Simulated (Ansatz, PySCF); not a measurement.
Gas-phase reaction (SMILES): CCN(C)B(C)C [N-dimethylboranyl-N-methylethanamine] + 6 [H][H] (H2) → B (BH3) + 5 C (CH4) + N (NH3); energy of full hydrogenation.

Structures are relaxed separately at B3LYP-D3(BJ)/def2-TZVP in Ansatz (an electronic-structure program), one conformer each, not searched for the lowest. Valence correlation only, unless marked. Spin-orbit coupling is left out. No relativistic terms. CBS marks a two-point X^-3 extrapolation of the correlation energy; Hartree-Fock from the larger set. [CCSD(T)-MP2]/basis is that difference in the basis named. Thermal terms are rigid-rotor harmonic-oscillator values from B3LYP-D3(BJ) frequencies (Ansatz or PySCF) at 298.15 K and 1 atm. 1 Eh = 627.5095 kcal/mol.

```
species      E, RI-MP2/CBS(aug-cc-pVTZ,aug-cc-pVQZ)+[CCSD(T)-MP2]/aug-cc-pVTZ (Ansatz) (Eh)  E, PBE/def2-TZVPD (Ansatz) (Eh)  H - E (Eh)
-----------  ------------------------------------------------------------------------------  -------------------------------  ----------
CCN(C)B(C)C                                                                      -278.24589                       -278.31252     0.20047
[H][H] (H2)                                                                        -1.17524                         -1.16589     0.01336
B (BH3)                                                                           -26.55177                        -26.55229     0.03008
C (CH4)                                                                           -40.46129                        -40.46301     0.04840
N (NH3)                                                                           -56.50756                        -56.51037     0.03799
```

### Question
Work out ΔE and ΔH at 298.15 K at the first level, then ΔH at the second.

### Answer

1. ΔE = [(-26.55177) + 5×(-40.46129) + (-56.50756)] - [(-278.24589) + 6×(-1.17524)] = -0.06845 Eh = -43.0 kcal/mol at RI-MP2/CBS(aug-cc-pVTZ,aug-cc-pVQZ)+[CCSD(T)-MP2]/aug-cc-pVTZ.
2. The terms H - E add up to 0.02944 Eh, so ΔH = (-0.06845 + (0.02944))×627.5095 = -24.5 kcal/mol.
3. At PBE/def2-TZVPD the same steps give ΔE = -43.8 and ΔH = -25.4 kcal/mol, a shift of -0.9 from the first level.
4. These values are not checked against measurement here, since the tables used lack a sound gas-phase enthalpy of formation for at least one species.
